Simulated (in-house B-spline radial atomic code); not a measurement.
# Ionising the strontium ion Sr⁷⁺ with different functionals

Computed with a radial B-spline atomic code at the basis-set limit: scalar-relativistic (spin-free X2C) Hamiltonian, Fermi nucleus of rms radius 4.224 fm, spin-polarised at highest spin, spherical fractional occupations for the functionals, the average over the highest-spin determinants for Hartree-Fock. The ionisation energy is the difference of two self-consistent energies, [Ar] 3d10 4s2 4p1 → [Ar] 3d10 4s2, without Breit or QED terms; ε is the level of the shell that loses the electron (its least bound occupied spin orbital). There is no spin-orbit coupling in this Hamiltonian.

Hybrids are left out here: with spherical fractional occupations of an open shell their exact exchange keeps a self-interaction that integer-occupation calculations don't have.

```json
{"method": "Hartree-Fock", "rung": "Hartree-Fock", "ΔSCF (eV)": "119.63", "-ε(4p) (eV)": "119.85"}
{"method": "LDA VWN5", "rung": "LDA", "ΔSCF (eV)": "121.07", "-ε(4p) (eV)": "113.01"}
{"method": "LDA PW92", "rung": "LDA", "ΔSCF (eV)": "121.06", "-ε(4p) (eV)": "113.00"}
{"method": "LDA exchange-only", "rung": "LDA", "ΔSCF (eV)": "119.52", "-ε(4p) (eV)": "111.55"}
{"method": "PBE", "rung": "GGA", "ΔSCF (eV)": "120.58", "-ε(4p) (eV)": "112.66"}
{"method": "PBEsol", "rung": "GGA", "ΔSCF (eV)": "120.63", "-ε(4p) (eV)": "112.72"}
{"method": "BLYP", "rung": "GGA", "ΔSCF (eV)": "120.73", "-ε(4p) (eV)": "112.69"}
{"method": "RPBE", "rung": "GGA", "ΔSCF (eV)": "120.39", "-ε(4p) (eV)": "112.56"}
{"method": "PW91", "rung": "GGA", "ΔSCF (eV)": "120.77", "-ε(4p) (eV)": "112.83"}
{"method": "BP86", "rung": "GGA", "ΔSCF (eV)": "120.79", "-ε(4p) (eV)": "112.84"}
{"method": "AM05", "rung": "GGA", "ΔSCF (eV)": "120.63", "-ε(4p) (eV)": "112.72"}
{"method": "OLYP", "rung": "GGA", "ΔSCF (eV)": "120.47", "-ε(4p) (eV)": "112.79"}
{"method": "TPSS", "rung": "meta-GGA", "ΔSCF (eV)": "120.45", "-ε(4p) (eV)": "112.69"}
{"method": "SCAN", "rung": "meta-GGA", "ΔSCF (eV)": "120.56", "-ε(4p) (eV)": "112.92"}
{"method": "r2SCAN", "rung": "meta-GGA", "ΔSCF (eV)": "120.47", "-ε(4p) (eV)": "112.88"}
{"method": "revTPSS", "rung": "meta-GGA", "ΔSCF (eV)": "120.37", "-ε(4p) (eV)": "112.65"}
```

(1) How do they compare with the NIST value?

Answers

(1) NIST lists 121.21 eV ± 0.06 (semi-empirical, ground level to ground level). Errors run from -1.69 to -0.14 eV; LDA VWN5 is closest (-0.14 eV), though others lie within the uncertainty of it, and part of that can be cancellation, since the calculations leave out spin-orbit coupling, Breit-QED terms, multiplet and fine-structure energies. Hartree-Fock also lacks correlation.
